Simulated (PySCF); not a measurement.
Geometry:
```json
{"atom": "F1", "x (Å)": "-1.347", "y (Å)": "1.626", "z (Å)": "0.555"}
{"atom": "C2", "x (Å)": "-1.057", "y (Å)": "0.300", "z (Å)": "0.815"}
{"atom": "C3", "x (Å)": "0.384", "y (Å)": "0.156", "z (Å)": "1.318"}
{"atom": "C4", "x (Å)": "1.203", "y (Å)": "-0.197", "z (Å)": "0.094"}
{"atom": "C5", "x (Å)": "1.027", "y (Å)": "0.694", "z (Å)": "-1.097"}
{"atom": "C6", "x (Å)": "0.266", "y (Å)": "-0.598", "z (Å)": "-1.008"}
{"atom": "C7", "x (Å)": "-1.148", "y (Å)": "-0.496", "z (Å)": "-0.495"}
{"atom": "Cl8", "x (Å)": "-1.786", "y (Å)": "-2.130", "z (Å)": "-0.153"}
{"atom": "H9", "x (Å)": "-1.803", "y (Å)": "-0.022", "z (Å)": "1.549"}
{"atom": "H10", "x (Å)": "0.709", "y (Å)": "1.085", "z (Å)": "1.787"}
{"atom": "H11", "x (Å)": "0.439", "y (Å)": "-0.646", "z (Å)": "2.054"}
{"atom": "H12", "x (Å)": "2.144", "y (Å)": "-0.701", "z (Å)": "0.254"}
{"atom": "H13", "x (Å)": "0.492", "y (Å)": "1.622", "z (Å)": "-0.977"}
{"atom": "H14", "x (Å)": "1.831", "y (Å)": "0.741", "z (Å)": "-1.816"}
{"atom": "H15", "x (Å)": "0.482", "y (Å)": "-1.399", "z (Å)": "-1.698"}
{"atom": "H16", "x (Å)": "-1.844", "y (Å)": "-0.027", "z (Å)": "-1.193"}
```

PySCF 2.14.0 with density-fitted response routines calculation with structure optimised with GFN2-xTB and shieldings: GIAO PBE0/pcSseg-1; relativity neglected, in vacuum, single conformer.

Referencing at the same level of theory: TMS for 13C (σ = 186.93 ppm) and 1H (σ = 31.72 ppm); CFCl3 for 19F (σ = 170.95 ppm); 35Cl (σ = 949.78 ppm) against HCl.

| atoms | nucleus | count | δ (ppm) |
| --- | --- | --- | --- |
| C2 | 13C | 1 | 105.7 |
| H12 | 1H | 1 | ? |
| C6 | 13C | 1 | 29.5 |
| H11 | 1H | 1 | 2.44 |
| H9 | 1H | 1 | ? |
| H16 | 1H | 1 | ? |
| H10 | 1H | 1 | 2.09 |
| C4 | 13C | 1 | 21.4 |
| F1 | 19F | 1 | -180.5 |
| H13 | 1H | 1 | ? |
| H15 | 1H | 1 | 1.57 |
| C7 | 13C | 1 | ? |
| H14 | 1H | 1 | 0.72 |
| C3 | 13C | 1 | 37.9 |
| C5 | 13C | 1 | 13.0 |
| Cl8 | 35Cl | 1 | 171 |

**Question.** Fill in the missing shifts.

**Answer.** 
- C7: 70.0 ppm, sp3 CH bonded to Cl; pulled downfield by the heteroatom
- H9: 5.14 ppm, hydrogen on an sp3 CH bonded to F; its carbon carries F, an electronegative neighbour
- H16: 4.31 ppm, hydrogen on an sp3 CH bonded to Cl; its carbon carries Cl, which withdraws density
- H12: 1.51 ppm, hydrogen on a three-membered-ring carbon; cyclopropane-type protons are shielded by the ring
- H13: 0.42 ppm, hydrogen on a three-membered-ring carbon; cyclopropane-type protons are shielded by the ring

Carbons that carry Cl, above all several Cl atoms, come out too deshielded, partly because spin–orbit coupling is missing. Shifts are as computed. Against solution values, carbons near 30 ppm lie about +3 ppm off and those near 130 ppm about +5 ppm; carbons on Cl a further +6 ppm (rms about the fit 2.1 ppm; single classes can miss by 10 ppm). Of 1328 compounds with measured shifts, 309 miss one by over three times the rms of a fit or turn the order of signals round; such compounds aren't used in these exercises. Signals without a measured value on file couldn't be tested in this way; 1H shifts scatter by 0.2 ppm about their fit, and single ones miss by 0.5 ppm. Unscaled 19F shifts against computed CFCl3 carry errors that often reach 10 to 50 ppm.
